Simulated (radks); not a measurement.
The numbers below are computed, except where a source is named.
Question: These are the eigenvalues of the occupied orbitals of an atom or ion with whole-number occupations (eV). Level of theory: scalar-relativistic Kohn-Sham, LDA (Slater exchange, VWN5 correlation), spin-polarised, spherical densities, finite nucleus; Fermi nuclear charge, rms radius of each element as measured or else 0.836 A^(1/3) + 0.57 fm (a radial shooting solver on a logarithmic mesh with Libxc functionals).

| orbital | eigenvalue |
|---|---|
| 1s up | -36415.29 |
| 1s down | -36413.60 |
| 2s up | -6257.772 |
| 2s down | -6256.684 |
| 2p up | -5685.533 |
| 2p down | -5684.047 |
| 3s up | -1779.538 |
| 3s down | -1777.718 |
| 3p up | -1595.076 |
| 3p down | -1593.091 |
| 3d up | -1327.353 |
| 3d down | -1325.476 |
| 4s up | -760.9869 |
| 4s down | -752.6666 |
| 4p up | -694.5241 |

Which element is it, and in what charge state? The configuration may be excited. Open shells, if any, are filled with parallel spins first.

Answer: Z = 55, caesium, charge +22: Cs22+ in [Ar] 3d10 4s2 4p3. The list shows which subshells hold electrons but not how many an open one holds; the 1s level, -1338.2 hartree, gives Z - s = 51.7 by -(Z - s)^2/2, which with screening and relativity narrows Z to a few neighbours, and the depths of the outer levels then fix element, charge and occupations together.
